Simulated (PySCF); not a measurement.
# How methods differ on the excitation energy of B⁺

B⁺ [He] 2s2 (1S) → B⁺ [He] 2p2 (3P), as a difference of total energies. Computed with PySCF 2.14 in x2c-TZVPPall, with scalar relativity by spin-free X2C-1e. Correlated levels: valence: 1s2 frozen; valence and next inner shell: nothing frozen. The calculations carry no spin-orbit coupling.

| method | excitation energy (eV) |
| --- | --- |
| UHF | 10.956 |
| LDA | 9.978 |
| PBE | 10.013 |
| PBE0 | 10.421 |
| r2SCAN | 10.119 |
| B2PLYP | 11.111 |
| PW91 | 10.006 |
| MP2 (valence) | 11.741 |
| SCS-MP2 (valence) | 12.053 |
| MP2 (valence and next inner shell) | 11.705 |
| SCS-MP2 (valence and next inner shell) | 12.030 |

**Question.** Estimate what M06-L gives.

**Answer.** 10.229 eV, closest to r2SCAN among the rows shown.

**Question.** Estimate what TPSSh gives.

**Answer.** 10.484 eV, closest to PBE0 among the rows shown.

Errors of the correlated levels include the incompleteness of this basis and the frozen core.

The basis was made for the ground configuration and has no added diffuse functions, so the excitation energy can come out too high.

For comparison: 12.265 eV (measured; NIST levels, between the centres of gravity of the two terms).
